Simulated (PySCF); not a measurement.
## Electron correlation in V²⁺ (vanadium, charge +2)

[Ar] 3d2 4p1, one real determinant (an excited configuration). All numbers are calculated (PySCF 2.14, the spin-free X2C one-electron Hamiltonian (Gaussian nucleus), in x2c-QZVPPall with one added diffuse shell each of s, p, d, f, g type (12s8p6d4f3g, 121 functions)). Frozen: [Ar]; 3 electrons correlated.

MP2 pair energies summed by pair of shells (mhartree):

| pair | energy | share (%) |
| --- | --- | --- |
| 3d-4p | -4.78 | 50.0 |
| 3d-3d | -4.77 | 50.0 |

Total MP2 correlation energy: -9.55 mhartree.

Same-spin part -9.55 and opposite-spin part 0.00 mhartree; SCS-MP2 scales them by 1/3 and 6/5 to -3.18 mhartree.

The reference is one real determinant that mixes LS terms of this configuration.
